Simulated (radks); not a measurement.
Results of a calculation; reference values are marked as such.
Numerical settings for neutral molybdenum, [Kr] 4d5 5s1. Level of theory: Dirac Kohn-Sham, BLYP, spin-unpolarised, spherical densities, finite nucleus; open shells are shared between the two j in proportion to 2j + 1; Fermi nuclear charge, rms radius 4.4091 fm (a radial shooting solver on a logarithmic mesh with Libxc functionals). The defaults (mesh step 0.008 in ln r, mesh end at 40 bohr or more with all orbitals vanishing there, Anderson mixing 0.5 over 9 steps, residual threshold near 1e-9 with the energy settled to 1e-9 hartree or 1e-11 of itself, here a cap of 74 iterations) give E = -4049.6785 hartree and 4d5/2 at -3.554 eV in 15 iterations. Run on one thread of a shared host, so times are rough (Arm Neoverse N1): 0.17 s of CPU time, 0.17 s wall, 15 iterations on 2437 mesh points. Changes against that run (0 stands for a change within the tolerance of the run):

setting                    iterations  converged  E (mhartree)  e(4d5/2) (meV)  CPU (s)
mesh step in ln r 0.003            19        yes             0               0     0.49
mesh step in ln r 0.005            17        yes             0               0     0.28
mesh step in ln r 0.05             15        yes       +0.0115        -0.00366     0.05
mesh end (bohr) 20                 15        yes             0        +0.00559     0.16
mesh end (bohr) 12                 15        yes        +0.105           +11.1     0.16
residual threshold 1e-05           12        yes             0          +0.225     0.15
residual threshold 0.01             9        yes             0           +1.66     0.12
mixing 1                           15        yes             0               0     0.17
linear mixing, mixing 0.5          40        yes             0               0     0.31
linear mixing, mixing 0.2          74         no             0               0     0.55
mixing history 2                   27        yes             0               0     0.24
iteration cap 8                     8         no             0           +1.66     0.09

No run marked as converged misses the energy by more than 1 mhartree. A mesh that ends early acts as a hard wall.
